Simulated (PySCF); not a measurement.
Molfile (atoms numbered from 1):
```
C4H10AlCl2N2O2
     RDKit          3D

 21 20  0  0  0  0  0  0  0  0999 V2000
   -3.1112    0.3088   -1.7713 C   0  0  0  0  0  0  0  0  0  0  0  0
   -2.5351    0.0178   -0.4346 C   0  0  0  0  0  0  0  0  0  0  0  0
   -3.2759    0.1003    0.6458 N   0  0  0  0  0  0  0  0  0  0  0  0
   -1.3118   -0.3146   -0.3741 O   0  0  0  0  0  0  0  0  0  0  0  0
   -0.1020   -0.9528    0.8069 Al  0  0  0  0  0  4  0  0  0  0  0  0
   -0.9163   -0.7326    2.7455 Cl  0  0  0  0  0  0  0  0  0  0  0  0
    0.5181   -2.8807    0.1999 Cl  0  0  0  0  0  0  0  0  0  0  0  0
    1.3001    0.1635    0.5769 O   0  0  0  0  0  0  0  0  0  0  0  0
    2.5465    0.1320    0.3376 C   0  0  0  0  0  0  0  0  0  0  0  0
    3.2907    1.4164    0.3545 C   0  0  0  0  0  0  0  0  0  0  0  0
    3.1682   -0.9963    0.0866 N   0  0  0  0  0  0  0  0  0  0  0  0
   -3.0136   -0.5938   -2.3936 H   0  0  0  0  0  0  0  0  0  0  0  0
   -2.5087    1.0946   -2.2500 H   0  0  0  0  0  0  0  0  0  0  0  0
   -4.1620    0.6178   -1.7296 H   0  0  0  0  0  0  0  0  0  0  0  0
   -4.2538    0.3601    0.5905 H   0  0  0  0  0  0  0  0  0  0  0  0
   -2.8655   -0.1037    1.5620 H   0  0  0  0  0  0  0  0  0  0  0  0
    2.8025    2.1136   -0.3419 H   0  0  0  0  0  0  0  0  0  0  0  0
    3.2040    1.8544    1.3605 H   0  0  0  0  0  0  0  0  0  0  0  0
    4.3485    1.3043    0.0901 H   0  0  0  0  0  0  0  0  0  0  0  0
    4.1635   -1.0132   -0.1029 H   0  0  0  0  0  0  0  0  0  0  0  0
    2.6417   -1.8750    0.0651 H   0  0  0  0  0  0  0  0  0  0  0  0
  1  2  1  0
  2  3  1  0
  2  4  2  0
  4  5  1  0
  5  6  1  0
  5  7  1  0
  5  8  1  0
  8  9  2  0
  9 10  1  0
  9 11  1  0
  1 12  1  0
  1 13  1  0
  1 14  1  0
  3 15  1  0
  3 16  1  0
 10 17  1  0
 10 18  1  0
 10 19  1  0
 11 20  1  0
 11 21  1  0
M  CHG  3   4   1   5  -1   8   1
M  END
```

Geometry: PBE0-D3(BJ)/def2-SVP; GIAO shifts from PySCF, gas phase, non-relativistic, averaged over equivalent atoms.

At PBE0/pcSseg-1 (258 basis functions, 83 s wall time on 1 thread of an Arm Neoverse V1, shared host):
```tsv
atoms	δ (ppm)
C2/C9	186.4
C1/C10	24.5
N3/N11	153.8
O4/O8	239.3
Al5	1.8
Cl6/Cl7	-2.6
H16/H21	8.37
H15/H20	6.49
H12/H13/H14/H17/H18/H19	2.47
```

Scale: $^{13}$C (184.41 ppm) and $^{1}$H (31.27 ppm) vs TMS; $^{15}$N (265.67 ppm) vs NH3; $^{17}$O (334.56 ppm) against H2O; $^{27}$Al (489.28 ppm) against AlH4-; $^{35}$Cl (943.27 ppm) vs HCl (reference shieldings calculated alike).

What do these become at KT2/pcSseg-2?

Results:


```csv
atoms,δ at KT2/pcSseg-2,change
C2/C9,178.2,-8.2
C1/C10,23.1,-1.4
N3/N11,147.5,-6.3
O4/O8,236.9,-2.4
Al5,9.4,+7.6
Cl6/Cl7,28.9,+31.5
H16/H21,8.81,+0.44
H15/H20,6.52,+0.03
H12/H13/H14/H17/H18/H19,2.32,-0.15
```

References, each an isolated molecule treated in the same way: $^{13}$C (σref 182.28) and $^{1}$H (σref 31.18) vs TMS; $^{15}$N (σref 260.12) vs NH3; $^{17}$O (σref 324.36) against H2O; $^{27}$Al (σref 492.95) against AlH4-; $^{35}$Cl (σref 942.53) against HCl.

The largest change is at Cl6/Cl7 (chlorine bonded to Al). Cost: 557 basis functions, 5 min wall time on 1 thread of an Arm Neoverse V1, shared host.

The C=O carbon of an acid or of an amide with N–H lies up to 10 ppm further downfield in solution, through hydrogen bonding that the calculation lacks. Experimental scales use liquid or dissolved standards, which lie at an offset from isolated NH3 (liquid NH3: subtract about 20 ppm) and H2O (liquid H2O: subtract about 36 ppm). Unscaled 15N shifts of sp2 nitrogen come out 20 to 40 ppm too high even then.
